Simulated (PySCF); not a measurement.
## Relaxation of singlet [IO2]+

All numbers come from PBE0 in PySCF with I def2-TZVP with ECP28, O def2-TZVP; scalar-relativistic core potentials, no spin–orbit coupling; density-fitted integrals. A (50,194) grid was used.

A hand-made linear start, of D∞h symmetry, held to at least that symmetry:

```xyz
3
charge 1 multiplicity 1, angstrom
I     0.0000    0.0000    0.0000
O     0.0000    0.0000    1.8228
O     0.0000    0.0000   -1.8228
```

Optimiser trace:
```json
{"step": "0", "E − E(last) (kJ/mol)": "1.08", "largest gradient (Eh/bohr)": "0.01250"}
{"step": "1", "E − E(last) (kJ/mol)": "0.17", "largest gradient (Eh/bohr)": "0.00521"}
{"step": "2", "E − E(last) (kJ/mol)": "0.00", "largest gradient (Eh/bohr)": "0.00025"}
{"step": "3", "E − E(last) (kJ/mol)": "0.00", "largest gradient (Eh/bohr)": "0.00000"}
```

It ends at D∞h with I–O 1.806 Å (×2); O–I–O 180.0°. A frequency run shows 2 imaginary modes (one degenerate set), down to 456i cm⁻¹, so it is a higher-order saddle point. Other isomers or separated fragments may lie lower.

Final geometry:
Z-matrix (Å, degrees; charge 1 multiplicity 1):
```
I
O  1 1.8056
O  1 1.8056 2 180.00
```
